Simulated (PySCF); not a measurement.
`C#CCPC(C)C`: 4 charge schemes on one density

Compound: C₆H₁₁P.
Structure used (GFN2-xTB), in Å, numbered top down from 1:
```xyz
18
C6H11P angstrom
C      3.066    1.187    0.293
C      2.482    0.179    0.016
C      1.770   -1.032   -0.313
P      0.089   -1.112    0.521
C     -0.919   -0.109   -0.706
C     -2.394   -0.457   -0.533
C     -0.681    1.380   -0.479
H      3.583    2.068    0.529
H      1.652   -1.116   -1.398
H      2.340   -1.893    0.053
H     -0.229   -2.346   -0.076
H     -0.602   -0.375   -1.723
H     -2.723   -0.222    0.478
H     -2.567   -1.517   -0.711
H     -3.003    0.114   -1.233
H     -0.979    1.659    0.530
H     -1.264    1.970   -1.186
H      0.371    1.630   -0.605
```

Density: PBE0/pcSseg-1 (PySCF); schemes: Mulliken, IAO, Hirshfeld and ESP-fitted. Isolated species at its GFN2-xTB geometry (one conformer only).

Task: Tabulate the Mulliken, IAO, Hirshfeld and ESP-fitted charges.

Result: In e:

```tsv
atom	environment	Mulliken	IAO	Hirshfeld	ESP-fitted
C1	terminal alkyne carbon	-0.365	-0.259	-0.121	-0.483
C2	alkyne carbon	+0.167	-0.023	-0.041	+0.060
C3	sp3 carbon bound to phosphorus	-0.390	-0.446	-0.097	-0.148
P4	phosphine phosphorus	+0.296	+0.343	+0.128	-0.251
C5	sp3 carbon bound to phosphorus	-0.570	-0.252	-0.058	+0.318
C6	methyl carbon	-0.218	-0.418	-0.121	-0.635
C7	methyl carbon	-0.227	-0.420	-0.126	-0.481
H8	alkyne hydrogen	+0.038	+0.200	+0.090	+0.316
H9	methylene hydrogen	+0.175	+0.165	+0.053	+0.079
H10	methylene hydrogen	+0.183	+0.179	+0.058	+0.168
H11	P–H hydrogen	+0.033	-0.041	-0.020	+0.085
H12	methine hydrogen	+0.143	+0.126	+0.033	+0.048
H13	methyl hydrogen	+0.118	+0.141	+0.038	+0.187
H14	methyl hydrogen	+0.118	+0.138	+0.037	+0.157
H15	methyl hydrogen	+0.121	+0.143	+0.043	+0.165
H16	methyl hydrogen	+0.114	+0.139	+0.036	+0.145
H17	methyl hydrogen	+0.115	+0.138	+0.040	+0.113
H18	methyl hydrogen	+0.149	+0.148	+0.029	+0.157
```

Mean size of the charges over all atoms: ESP-fitted 0.222 e, IAO 0.206 e, Mulliken 0.197 e, Hirshfeld 0.065 e. Each set sums to the total charge, 0, to within 0.001 e. The Mulliken scheme counts on each atom the diagonal of the density matrix times the overlap matrix over that atom's basis functions. The IAO scheme projects the occupied orbitals on a minimal set of polarised atomic orbitals and counts the electrons in each atom's part of it.

Lowest charge. The schemes don't all agree: Mulliken C5 (-0.570); IAO C3 (-0.446); Hirshfeld C7 (-0.126); ESP-fitted C6 (-0.635).

Highest charge. The schemes don't all agree: Mulliken P4 (+0.296); IAO P4 (+0.343); Hirshfeld P4 (+0.128); ESP-fitted C5 (+0.318).

Task: How many electrons does the Mulliken scheme count on C2?

Result: Z − q = 6 − (+0.167) = 5.833.

Task: Sum the charges by element, for elements with more than one atom.

Result: 
| element | atoms | Mulliken | IAO | Hirshfeld | ESP-fitted |
| --- | --- | --- | --- | --- | --- |
| C | 6 | -1.602 | -1.818 | -0.564 | -1.369 |
| H | 11 | +1.307 | +1.475 | +0.437 | +1.620 |
